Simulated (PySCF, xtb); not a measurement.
Si(Cl)3(OMe) (CH₃Cl₃OSi), SMILES [Si](Cl)(OC)(Cl)Cl. Atoms are numbered in the order given.

```xyz
9

C     -2.3881    -1.1501     0.0000
O     -0.9740    -1.3197     0.0000
Si     0.1102    -0.0795     0.0000
Cl    -0.1374     1.1052    -1.6698
Cl     1.9740    -0.9205     0.0000
Cl    -0.1374     1.1052     1.6698
H     -2.8501    -2.1562     0.0000
H     -2.7288    -0.5993     0.9036
H     -2.7288    -0.5993    -0.9036
```
Charge 0, spin multiplicity 1.

Geometry: PBE-D3(BJ)/def2-SVP. One conformer was computed; it need not be the lowest.

These are C-PCM-PBE0/def2-SVP (PySCF 2.14.0) values and carry that method's errors.

The values are the electrostatic part of the solvation free energy, E(continuum) − E(gas) at the gas-phase geometry, in a cavity of scaled van der Waals radii (PySCF's table); cavitation and dispersion terms are not included. In vacuum the orbital gap is 8.94 eV. The dipole moment in vacuum is 1.92 D.

Computed values in water (ε = 78.36), diethylether (ε = 4.24), benzene (ε = 2.27):
```tsv
solvent	ε	ΔG(elec) (kcal/mol)	dipole (D)	gap (eV)
water	78.36	-2.3	2.34	8.79
diethylether	4.24	-1.7	2.23	8.83
benzene	2.27	-1.2	2.14	8.87
```

For comparison, GFN2-xTB/ALPB(water) (xtb, at the GFN2-xTB geometry, all terms of that model) gives -1.4 kcal/mol.
